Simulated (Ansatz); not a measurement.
The first iterations of a band of Cl2GaH + H2 (6 atoms, charge 0, multiplicity 1).

Method: RKS LDA/def2-SVP in Ansatz.

```json
{"movable images": "5", "climbing image": "yes", "spring": "5.0 eV/Å²", "optimiser": "quadratic models (default)", "start path": "through a guess of the saddle point", "force threshold": "0.03 eV/Å", "iteration limit": "60", "end points": "relaxed"}
```

First end point:

```xyz
6
Properties=species:S:1:pos:R:3
Ga -0.013 0.089 0.197
Cl -0.091 0.678 2.248
H 1.329 -0.124 -0.547
Cl -1.878 0.147 -0.822
H -0.222 -2.177 0.519
H -0.149 -1.868 1.244
```

Last end point:

```xyz
6
Properties=species:S:1:pos:R:3
Ga 0.385 -0.893 0.036
Cl -0.098 -0.008 2.231
H 1.346 0.135 -0.622
Cl -1.797 -0.166 -0.276
H 0.372 -2.438 0.200
H -1.232 0.115 1.269
```

| iteration | highest image above the first end (eV) | largest band force component (eV/Å) |
| --- | --- | --- |
| 1 | 1.626 | 2.103 |
| 2 | 1.206 | 1.405 |
| 3 | 0.987 | 1.506 |
| 4 | 1.080 | 1.072 |

Question: Does the band converge within its limit, and where does its top end?

Answer: It converged. It ended after 13 iterations with the highest image 0.826 eV above the first end. A vibrational analysis at the climbing image gives one clearly imaginary mode, 428i cm⁻¹: a first-order saddle point. The orbitals stay closed-shell, which can raise the energy where a bond breaks towards radicals; this wasn't checked here.

Time of the run: 100 s on 1 thread of Arm Neoverse V1, with other jobs on the host, peak memory 0.12 GiB.
